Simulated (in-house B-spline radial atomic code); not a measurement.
OEP/ALDAx excitations of Si4+

Method: OEP/ALDAx. Computed with an all-electron radial atomic-structure program (B-spline basis): linear response of the closed shell [He] 2s2 2p6 with the adiabatic LDA exchange kernel on the exchange-only optimised effective potential; non-relativistic, point nucleus, no spin-orbit coupling, no double excitations, S, P, D and F terms only. Only terms of natural parity with L up to 3 were computed.

Command:
```bash
python run_td.py task.json out
```
Settings (radii: box in bohr, nucleus in fm):
```
Z                        14
electrons                10
configuration            [He] 2s2 2p6
hamiltonian              nr
method                   oep
box_radius               19.1
intervals                70
```

Run time, properties included: 0.2 s on 1 thread of Intel(R) Xeon(R) Platinum 8488C (Sapphire Rapids), on a shared host.

The lowest states, in the order of their Tamm-Dancoff energies; the method's threshold (minus the highest occupied level) is 168.53 eV. Labels give the largest channel, * marks a mixed state, and oscillator strengths are full-response dipole values. Semilocal kernels can invert the small singlet-triplet splittings of Rydberg terms. Energies in eV:

```
     state  full response  Tamm-Dancoff  oscillator strength
2p → 3s 3P         104.20        104.21                    -
2p → 3s 1P         105.34        105.37                0.221
2p → 3p 3S         112.89        112.94                    -
2p → 3p 3D         114.14        114.15                    -
2p → 3p 1D         115.00        115.00                    -
2p → 3p 1S         119.98        120.45                    -
2p → 3d 3P              ?             ?                    -
2p → 3d 3F         126.52        126.53                    -
2p → 3d 1F         127.05        127.06                    -
2p → 3d 1P              ?             ?                    ?
```

**Question.** Where does 2p → 3d 3P lie?

**Answer.** At 126.15 eV in full response, 126.16 eV in Tamm-Dancoff.

**Question.** Where does 2p → 3d 1P lie?

**Answer.** At 128.83 eV in full response, 128.92 eV in Tamm-Dancoff, oscillator strength 1.15.

**Question.** How large is the singlet-triplet splitting of 2p → 3s (P terms) in Tamm-Dancoff?

**Answer.** 1.16 eV, from the unrounded values.

**Question.** What polarisabilities and dispersion coefficient does the method give?

**Answer.** Dipole 0.1639 bohr³, quadrupole 0.1038 bohr⁵, C6 0.1211 hartree·bohr⁶ for two such species.
